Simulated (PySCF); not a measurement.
C₂H₂Cl₂, SMILES Cl/C=C\Cl.

Coordinates come from a ωB97X-D3(BJ)/def2-SVP optimisation.

These are SMD-ωB97X/6-31G* run with PySCF values and carry that method's errors.

Solvation free energies are E(SMD) − E(gas) at the gas-phase geometry, for 1 M in both phases. In vacuum the dipole moment is 2.16 D.

**Question.** Rank water, ethylethanoate, acetone by solvation free energy, most negative first.

**Answer.** acetone (-4.7 kcal/mol), ethylethanoate (-4.1 kcal/mol), water (-1.1 kcal/mol)
